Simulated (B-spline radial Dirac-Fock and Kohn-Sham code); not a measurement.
In the model described below, an M3 (3p3/2) vacancy in the Ge³⁺ ion in the configuration [Ar] 3d10 4s1, lives for 2.9 fs, which corresponds to a natural width of 0.225 eV. Out of 1000 such holes, about 0.80 decay by emitting a photon, 999 by a Coster-Kronig transition that moves the hole within the M shell, and the rest by ordinary Auger emission. The strongest X-ray line is M3-M5 at 96.46 eV, with 85 % of the radiative rate. The strongest electron group is M3-M5N1 near 37 eV, with 83 % of the non-radiative rate. The Coster-Kronig yields by final subshell (the deeper hole where both stay in the shell) are M4 0.169, M5 0.830. Independent-particle models tend to overestimate Coster-Kronig rates.

Level of theory: independent-particle radiative and Coulomb Auger rates from relativistic LDA hole-state orbitals, with Dirac-Fock energies; a radial B-spline solver.

Values without a named source are computed, but for edge energies of neutral atoms, which are taken from tables.
